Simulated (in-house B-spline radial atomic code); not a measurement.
Ionising Ge IV (Ge3+) with different functionals

Computed with a radial B-spline atomic code at the basis-set limit: four-component Dirac-Coulomb Hamiltonian, Fermi nucleus of rms radius 4.0742 fm, spin-restricted, spherical fractional occupations for the functionals. The ionisation energy is the difference of two self-consistent energies, [Ar] 3d10 4s1 → [Ar] 3d10, without Breit or QED terms; ε is the level of the shell that loses the electron (mean over j).

Hybrids are left out here: with spherical fractional occupations of an open shell their exact exchange keeps a self-interaction that integer-occupation calculations don't have.

```tsv
method	rung	ΔSCF (eV)	-ε(4s) (eV)
LDA VWN5	LDA	46.65	40.89
relativistic LDA	LDA	46.60	40.85
LDA PW92	LDA	46.65	40.89
LDA exchange-only	LDA	45.35	39.56
PBE	GGA	46.34	40.45
PBEsol	GGA	46.13	40.38
BLYP	GGA	46.66	40.69
RPBE	GGA	?	?
PW91	GGA	46.43	40.54
BP86	GGA	46.23	40.60
AM05	GGA	?	?
OLYP	GGA	46.03	39.89
```

Problem. What does AM05 give?

Solution. ΔSCF 46.06 eV, and -ε(4s) = 40.35 eV.

Problem. What does RPBE give?

Solution. ΔSCF 46.16 eV, and -ε(4s) = 40.18 eV.

Problem. How do they compare with the NIST value?

Solution. NIST lists 45.715 eV ± 0.0012 (measured, ground level to ground level). Errors run from -0.37 to +0.94 eV; OLYP is closest (+0.31 eV), but part of that can be cancellation, since the calculations leave out Breit-QED terms, spin polarisation.
